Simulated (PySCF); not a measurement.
**A series of derivatives of C1[SiH2]C[SiH2]1**

Parent skeleton `[CH2:1]1[SiH2:2][CH2:3][SiH2:4]1`; one hydrogen on atom 1 is replaced by X. Hydrogens on one atom are averaged.

- geometry: GFN2-xTB
- σ from GIAO-PBE0/pcSseg-1
- run in PySCF 2.14.0 with density-fitted response routines
- non-relativistic, averaged over atoms made equivalent by symmetry, fast rotation or ring inversion, no solvent, single conformer

Scale: ¹³C (186.93 ppm) and ²⁹Si (349.16 ppm) and ¹H (31.72 ppm) against TMS (reference shieldings calculated alike).

Question: Give δ (ppm) for X = COCF3, SO2CF3, NHCOCH3.

Answer: 
```
      X                             SMILES    C1  Si2/Si4    C3  H(C1)  H(Si2)/H(Si4)  H(C3)
  COCF3      O=C(C1[SiH2]C[SiH2]1)C(F)(F)F  33.6    -27.0  -8.5   3.19           5.01   0.78
 SO2CF3  O=S(=O)(C1[SiH2]C[SiH2]1)C(F)(F)F  47.0    -34.9  -1.7   3.02           5.19   1.03
NHCOCH3            CC(=O)NC1[SiH2]C[SiH2]1  36.1    -54.4   0.3   3.01           4.84   0.30
```

Question: Which position responds most, and to which substituents?

Answer: Si2/Si4: from -54.4 ppm with NHCOCH3 to -27.0 ppm with COCF3.
